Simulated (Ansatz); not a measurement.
C$_{2}$H$_{4}$AlN (`C=C=[N][AlH2]`), relaxed with RKS PBE0-D4/def2-TZVP in the Gaussian-basis code of Ansatz from a PBE-D4/def2-SVP geometry. The force threshold is 0.005 eV/Å; the program also tests the step.

Total charge 0; spin multiplicity 1.

Start:

```xyz
8

C    -0.784   -0.766   -1.849
C    -0.294   -0.294   -0.705
N     0.151    0.137    0.340
Al    0.798    0.780    1.883
H    -1.843   -0.615   -2.101
H    -0.133   -1.309   -2.549
H    -0.236    1.551    2.812
H     2.339    0.516    2.170
```

(1) By how much does the energy fall, and how many steps does the optimiser take? (Best estimate.)

(2) Which bonds change most? (Estimate.)

(3) Give the relaxed structure. (Best estimate.)

Results:

(1) The calculation gave: 1.12 kcal/mol, in 5 steps.

(2) Computed: N3–Al4 from 1.792 to 1.768 Å; C2–N3 from 1.215 to 1.196 Å; C1–H5 from 1.099 to 1.081 Å; C1–H6 from 1.099 to 1.081 Å.

(3) Ansatz gave: 
```xyz
8

C    -0.774   -0.758   -1.828
C    -0.295   -0.289   -0.698
N     0.141    0.137    0.332
Al    0.784    0.768    1.853
H    -1.815   -0.610   -2.078
H    -0.127   -1.292   -2.510
H    -0.226    1.535    2.788
H     2.311    0.509    2.141
```
